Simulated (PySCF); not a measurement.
## Be⁺: excitation energy

Be⁺ [He] 2s1 (2S) → Be⁺ [He] 2p1 (2P), as a difference of total energies. Calculation: PySCF 2.14, in aug-cc-pVQZ (6s5p4d3f2g, 80 functions); no relativity, point nucleus. The calculations carry no spin-orbit coupling.

```csv
method,excitation energy (eV),error (eV)
UHF,3.988,+0.029
LDA,3.495,-0.464
PBE,3.442,-0.517
PBE0,3.585,-0.374
r2SCAN,3.524,-0.435
BLYP,3.388,-0.571
CAM-B3LYP,3.659,-0.300
BHandHLYP,3.709,-0.250
M06-2X,3.774,-0.185
```

Reference: 3.959 eV (measured; NIST levels, between the centres of gravity of the two terms).
